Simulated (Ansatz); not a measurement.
`O=C[S][GaH2]` + `COCO` → `O=CCOCO` + `[SH][GaH2]`  (formal exchange of groups at a C–S bond)

Computed with Ansatz on PBE0-D4/def2-TZVP structures; ΔE is electronic, products minus reactants. CCSD(T)/CBS is the MP2 limit (def2-TZVPP, def2-QZVPP) plus CCSD(T) − MP2 in def2-TZVPP, frozen cores. This one scheme is used for every species. DFT in def2-TZVPP. B3LYP here is the variant with VWN-RPA as its local correlation; programs differ in this. For Ga outer-core shells are correlated without core-valence functions, which leaves a few kJ/mol of doubt a bond. Scalar relativity is left out up to krypton. One conformer a species, not always the lowest.

`O=C[S][GaH2]`:

Cartesian coordinates in Å:
```
O 0.334 -1.800 -2.020
C 0.119 -0.948 -1.217
S 0.767 -1.002 0.451
Ga -0.069 0.882 1.248
H -0.496 -0.054 -1.432
H -0.934 1.706 0.244
H 0.277 1.215 2.726
```

`COCO`:

```xyz
10

C     0.453   -0.594    1.114
O    -0.260    0.527    0.643
C    -0.684    0.397   -0.675
O     0.364    0.397   -1.600
H     0.721   -0.394    2.151
H    -0.168   -1.499    1.073
H     1.363   -0.767    0.531
H    -1.374    1.231   -0.843
H    -1.205   -0.557   -0.828
H     0.790    1.259   -1.565
```

`O=CCOCO`:

Cartesian coordinates in Å:
```
O -2.090 -1.391 -0.979
C -1.312 -0.484 -0.917
C -1.037 0.286 0.355
O 0.150 1.036 0.318
C 1.292 0.286 0.606
O 1.560 -0.700 -0.343
H -0.768 -0.112 -1.812
H -1.062 -0.410 1.202
H -1.860 0.998 0.482
H 2.104 1.014 0.686
H 1.169 -0.248 1.556
H 1.855 -0.276 -1.154
```

`[SH][GaH2]`:

Cartesian coordinates in Å:
```
S 0.613 0.354 -1.432
Ga -0.393 0.187 0.516
H 1.222 -0.840 -1.352
H -1.283 1.405 0.911
H -0.158 -1.106 1.357
```

```json
{"level": "PBE-D4", "ΔE (kJ/mol)": "17.3"}
{"level": "r2SCAN-D4", "ΔE (kJ/mol)": "12.1"}
{"level": "PBE", "ΔE (kJ/mol)": "17.3"}
{"level": "B3LYP", "ΔE (kJ/mol)": "9.0"}
{"level": "CCSD(T)/def2-TZVPP", "ΔE (kJ/mol)": "0.7"}
{"level": "HF/def2-QZVPP", "ΔE (kJ/mol)": "-12.8"}
{"level": "SCS-MP2/def2-QZVPP", "ΔE (kJ/mol)": "5.2"}
{"level": "CCSD/CBS(def2)", "ΔE (kJ/mol)": "-0.9"}
```

(1) What does CCSD(T)/CBS give? (Estimate.)

Largest T1 diagnostic among the species: 0.016.

Answers

(1) Ansatz gave: +4.1 kJ/mol. The listed levels differ from it by 13.2, 8.0, 13.2, 4.9, -3.4, -16.9, 1.1, -5.0 kJ/mol.

In def2-TZVPP, CCSD(T) changes the Hartree–Fock value by +14.3 kJ/mol (the triples alone add +5.0 kJ/mol) and MP2 by +20.0 kJ/mol. From PBE to PBE0 (25 % exact exchange), in def2-TZVPP and without D4, ΔE moves by −9.4 kJ/mol.
